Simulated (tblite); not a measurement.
C8H10.
SMILES with atom numbers: `[CH:1]#[C:2][C@H:3]1[CH2:4][CH2:5][C:6]12[CH2:7][CH2:8]2` (hydrogens: H9 on C1; H10 on C3; H11, H12 on C4; H13, H14 on C5; H15, H16 on C7; H17, H18 on C8)

Computed with GFN2-xTB (tblite), gas phase: Langevin dynamics at 300 K from the optimised GFN2-xTB geometry, time step 0.5 fs, friction 0.01 fs⁻¹, 2000 steps.

Start geometry:
```
atom  x, y, z in Å
C1      2.907    0.154   -0.781
C2      1.907    0.350   -0.152
C3      0.674    0.575    0.560
C4     -0.156    1.798    0.098
C5     -1.360    0.884   -0.188
C6     -0.501   -0.321    0.155
C7     -0.409   -1.608   -0.595
C8     -0.925   -1.590    0.817
H9      3.793   -0.012   -1.317
H10     0.867    0.564    1.637
H11     0.254    2.273   -0.790
H12    -0.317    2.551    0.867
H13    -1.726    0.911   -1.214
H14    -2.200    1.032    0.491
H15     0.574   -2.017   -0.775
H16    -1.112   -1.785   -1.396
H17    -0.297   -1.998    1.594
H18    -1.981   -1.754    0.977
```

The statistics below take the 31 frames saved every 25 fs from 250 to 1000 fs; their kinetic temperature (all 3N coordinates) averages 337 K.

Question: How do the bond lengths spread?

Answer: 
| bond | start (Å) | mean (Å) | standard deviation (Å) | shortest (Å) | longest (Å) |
| --- | --- | --- | --- | --- | --- |
| C1≡C2 | 1.197 | 1.199 | 0.014 | 1.176 | 1.233 |
| C2–C3 | 1.442 | 1.445 | 0.025 | 1.402 | 1.501 |
| C3–C4 | 1.549 | 1.566 | 0.033 | 1.507 | 1.646 |
| C4–C5 | 1.538 | 1.532 | 0.027 | 1.458 | 1.578 |
| C5–C6 | 1.519 | 1.527 | 0.030 | 1.462 | 1.587 |
| C6–C7 | 1.492 | 1.499 | 0.034 | 1.437 | 1.569 |
| C7–C8 | 1.503 | 1.508 | 0.028 | 1.455 | 1.558 |
| C3–C6 | 1.531 | 1.538 | 0.033 | 1.464 | 1.594 |
| C6–C8 | 1.493 | 1.493 | 0.031 | 1.449 | 1.579 |
| C1–H9 | 1.049 | 1.053 | 0.019 | 1.013 | 1.086 |
| C3–H10 | 1.094 | 1.101 | 0.032 | 1.042 | 1.191 |
| C4–H11 | 1.088 | 1.089 | 0.015 | 1.046 | 1.125 |
| C4–H12 | 1.088 | 1.090 | 0.037 | 1.034 | 1.159 |
| C5–H13 | 1.089 | 1.093 | 0.025 | 1.047 | 1.146 |
| C5–H14 | 1.090 | 1.093 | 0.021 | 1.040 | 1.128 |
| C7–H15 | 1.080 | 1.085 | 0.032 | 1.031 | 1.154 |
| C7–H16 | 1.080 | 1.086 | 0.028 | 1.030 | 1.139 |
| C8–H17 | 1.080 | 1.086 | 0.028 | 1.028 | 1.131 |
| C8–H18 | 1.080 | 1.084 | 0.017 | 1.049 | 1.120 |

Question: Give the same statistics for bond angles, one of each kind among heavy atoms.

Answer: 
```
   angle  start (°)  mean (°)  standard deviation (°)  smallest (°)  largest (°)
C1–C2–C3      177.8     168.9                     4.8         160.0        177.8
C2–C3–C4      115.7     116.2                     4.2         106.7        123.6
C2–C3–C6      115.7     117.2                     5.2         106.1        127.2
C4–C3–C6       88.4      87.8                     1.6          85.4         92.7
C3–C4–C5       90.3      89.9                     1.9          86.0         94.5
C4–C5–C6       89.2      89.4                     1.9          86.1         94.7
C5–C6–C7      127.2     126.3                     3.7         118.9        133.8
C5–C6–C8      127.9     128.0                     4.3         118.5        137.5
C7–C6–C8       60.5      60.5                     1.8          57.1         64.4
C3–C6–C5       91.7      91.1                     1.9          87.9         94.2
C3–C6–C7      126.2     126.5                     4.0         119.1        136.8
C3–C6–C8      126.7     127.6                     4.4         120.4        138.2
C6–C7–C8       59.8      59.5                     1.6          57.4         62.6
C6–C8–C7       59.8      59.9                     1.6          57.5         63.7
```

Question: How far does each atom move about its mean position (frames aligned on the start, all atoms weighted alike), and what rms force does it feel?

Answer: 
| atom | rms displacement (Å) | rms force (eV/Å) |
| --- | --- | --- |
| C1 | 0.27 | 1.63 |
| C2 | 0.14 | 1.88 |
| C3 | 0.11 | 1.78 |
| C4 | 0.14 | 2.12 |
| C5 | 0.14 | 1.92 |
| C6 | 0.08 | 1.65 |
| C7 | 0.16 | 1.97 |
| C8 | 0.11 | 1.67 |
| H9 | 0.41 | 0.76 |
| H10 | 0.21 | 1.06 |
| H11 | 0.33 | 0.66 |
| H12 | 0.32 | 1.23 |
| H13 | 0.36 | 0.96 |
| H14 | 0.33 | 0.99 |
| H15 | 0.28 | 1.18 |
| H16 | 0.25 | 1.13 |
| H17 | 0.22 | 1.03 |
| H18 | 0.21 | 0.70 |

The displacements run from 0.08 to 0.41 Å, the largest at H9.

Question: How widely does the potential energy scatter, against a harmonic estimate?

Answer: Mean 0.68 eV above the start, standard deviation 0.132 eV, range 0.42 to 0.92 eV. For 48 classical harmonic modes at 300 K the canonical values are 48kT/2 = 0.62 eV and kT·√(48/2) = 0.127 eV.

The run is classical and short, so these are rough statistics of one trajectory.

What follows is the cost of the whole dynamics run. Hardware: one thread, Arm Neoverse N1 (aarch64), no GPU, shared host. Cost: 18 s, 0.19 GiB resident at most.
